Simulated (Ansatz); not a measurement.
The cluster Pb2O: single points at one geometry.

```yaml
crystal:
  periodic: [false, false, false]
  atoms:
    - {symbol: Pb, position_ang: [-1.391756, 0.721994, 0.027582]}
    - {symbol: Pb, position_ang: [1.540871, 0.266579, -0.116905]}
    - {symbol: O, position_ang: [-0.149115, -0.988573, 0.089323]}
basis:
  gaussian: {orbitals: def2-TZVPD, initial_orbitals: start.molden}
hamiltonian: {xc: pbe0, dispersion: d4}
scf: {omitted_lower_state_checks: [starts]}
output: {orbitals: {seedname: orbitals}}
```

The file start.molden holds the orbitals of an earlier run on this structure, at another level or in another basis.

```sh
$ ansatz run in.yaml --threads 4 --pin off --events-out ev --progress --plain --max-ram 3916MiB
```

Output, abridged:

```
Functional definition: PBE0
1126 factors; their error is unknown
mean field evaluation 1: about -12542.8873 eV, gradient 3.1e0 eV
mean field evaluation 2: about -12542.9402 eV, gradient 1.4e-1 eV
mean field evaluation 4: about -12543.0253 eV, gradient 3.0e-4 eV
mean field evaluation 8: about -12543.0253 eV, gradient 1.2e-5 eV
mean field -12543.02534335 eV, -460.9476794003 hartree, gradient 1.2e-5 eV, S^2 0.000000; 0 other end points of the search recorded, 0 dependent functions left out
reference -12543.02537195 eV, -460.9476804511 hartree; 26, 26 occupied and 126, 126 virtual orbitals, 1126 factors
Total energy: -12543.10530822 eV, -460.9506180551 hartree
Checks for a lower state left out: starts
```

It took 1.4 s on 4 threads of Arm Neoverse V2 on a shared host.

The first input with `gaussian: {orbitals: def2-TZVPP, initial_orbitals: start.molden}`, `correlation: {method: ccsd_t}` and without the key `hamiltonian` (abridged; 8.5 s):

```
Functional definition: HF
mean field evaluation 16: about -12461.1829 eV, gradient 3.4e1 eV
mean field evaluation 32: about -12468.8520 eV, gradient 1.4e1 eV
mean field -12478.05894478 eV, -458.5602082885 hartree, gradient 2.4e-6 eV, S^2 0.000000; 1 other end points of the search recorded, 0 dependent functions left out; unrestricted orbitals would lower it
mean field evaluation 64: about -12478.0934 eV, gradient 2.7e-1 eV
determinant -12478.05894478 eV, -458.5602082885 hartree, with singles and doubles -12504.51113663 eV, -459.5323084092 hartree
determinant -12476.16026935 eV, -458.4904332535 hartree, with singles and doubles -12502.70705866 eV, -459.4660097664 hartree
9 core orbitals not correlated: weight in the atoms' cores, before any rotation towards them, 1.000 or more for the frozen orbitals, at most 0.000 for the correlated occupied ones
second order -28.49033014 eV of doubles, -0.00000000 eV of singles
cycle   1  -26.38637489 eV  change   -8.7e-1 eV  update   2.9e-2
cycle   2  -26.41801084 eV  change   -3.2e-2 eV  update   8.8e-3
cycle   3  -26.41636258 eV  change    1.6e-3 eV  update   5.3e-3
cycle   4  -26.41541024 eV  change    9.5e-4 eV  update   2.1e-3
cycle   5  -26.41607081 eV  change   -6.6e-4 eV  update   1.2e-3
cycle   6  -26.41721798 eV  change   -1.1e-3 eV  update   5.5e-4
cycle   7  -26.41689958 eV  change    3.2e-4 eV  update   3.0e-4
cycle   8  -26.41716853 eV  change   -2.7e-4 eV  update   1.3e-4
cycle   9  -26.41714353 eV  change    2.5e-5 eV  update   4.4e-5
cycle  10  -26.41712494 eV  change    1.9e-5 eV  update   2.8e-5
perturbative correction -1.03496916 eV, -0.0380344150 hartree
Total energy: -12505.51103888 eV, -459.5690541390 hartree
Checks for a lower state left out: starts
```

First input, but with `gaussian: {orbitals: def2-TZVP, initial_orbitals: start.molden}`, `correlation: {method: mp2}` and without the key `hamiltonian` (abridged; 1.2 s):

```
Functional definition: HF
mean field -12478.05894478 eV, -458.5602082885 hartree, gradient 2.4e-6 eV, S^2 0.000000; unrestricted orbitals would lower it
9 core orbitals not correlated: weight in the atoms' cores, before any rotation towards them, 1.000 or more for the frozen orbitals, at most 0.000 for the correlated occupied ones
second order -28.49033014 eV of doubles, -0.00000000 eV of singles
Total energy: -12506.54927492 eV, -459.6072086098 hartree
Checks for a lower state left out: starts
```

First input, but with `gaussian: {orbitals: def2-TZVP, initial_orbitals: start.molden}`, `hamiltonian: {xc: pbe}`, `correlation: {method: rpa}` and without the key `output` (abridged; 4.4 s):

```
Functional definition: PBE
mean field -12545.21455626 eV, -461.0281314908 hartree, gradient 1.2e-6 eV, S^2 0.000000; unrestricted orbitals would lower it
mean field evaluation 16: about -12478.1483 eV, gradient 4.6e-3 eV
9 core orbitals not correlated: weight in the atoms' cores, before any rotation towards them, 1.000 or more for the frozen orbitals, at most 0.000 for the correlated occupied ones
Total energy: -12513.13781550 eV, -459.8493330102 hartree
Checks for a lower state left out: starts
```

First input, but with `gaussian: {orbitals: def2-TZVP, initial_orbitals: start.molden}`, `hamiltonian: {xc: {name: B2PLYP}}` and without the key `output` (abridged; 2.1 s):

```
Functional definition: B2PLYP
mean field -12522.55678112 eV, -460.1954736122 hartree, gradient 1.2e-6 eV, S^2 0.000000; unrestricted orbitals would lower it
9 core orbitals not correlated: weight in the atoms' cores, before any rotation towards them, 1.000 or more for the frozen orbitals, at most 0.000 for the correlated occupied ones
second order -34.63611271 eV of doubles, -0.00000000 eV of singles
Total energy: -12531.90866131 eV, -460.5391488703 hartree
Checks for a lower state left out: starts
```

The first input with `gaussian: {orbitals: def2-TZVP, initial_orbitals: start.molden}`, `hamiltonian: {xc: {name: wB97X-V}}` (abridged; 2.9 s):

```
Functional definition: wB97X-V
mean field -12542.57995044 eV, -460.9313115126 hartree, gradient 1.1e-5 eV, S^2 0.000000
Total energy: -12542.57994853 eV, -460.9313114424 hartree
Checks for a lower state left out: starts
```

First input, but with `gaussian: {orbitals: def2-TZVP, initial_orbitals: start.molden}`, `hamiltonian: {xc: {name: B3LYP}, dispersion: d4}` (abridged; 1.1 s):

```
Functional definition: B3LYP
mean field -12548.99147564 eV, -461.1669307178 hartree, gradient 2.0e-5 eV, S^2 0.000000
Total energy: -12549.15079269 eV, -461.1727855113 hartree
Checks for a lower state left out: starts
```

Geometry: PBE0-D4/def2-TZVP.

In the def2 sets Pb takes a core potential; there is no spin–orbit coupling. B3LYP takes the VWN-RPA correlation. Correlated methods freeze 9 core orbitals; core or outer-core shells of Pb are correlated, in sets that lack core-valence functions. The restricted singlet is unstable towards broken spin symmetry at other levels; at PBE0-D4/def2-TZVPD, ωB97X-V/def2-TZVP, B3LYP-D4/def2-TZVP this wasn't settled. At CCSD(T)/def2-TZVPP T1 of the charge 0 singlet is large (up to 0.025), so the single-reference result is doubtful. At CCSD(T)/def2-TZVPP, MP2/def2-TZVP, RPA@PBE/def2-TZVP, B2PLYP/def2-TZVP the restricted singlet (for correlated methods, its reference) is unstable: a solution with broken spin symmetry lies lower. The structure comes from a short search, and lower isomers may exist.
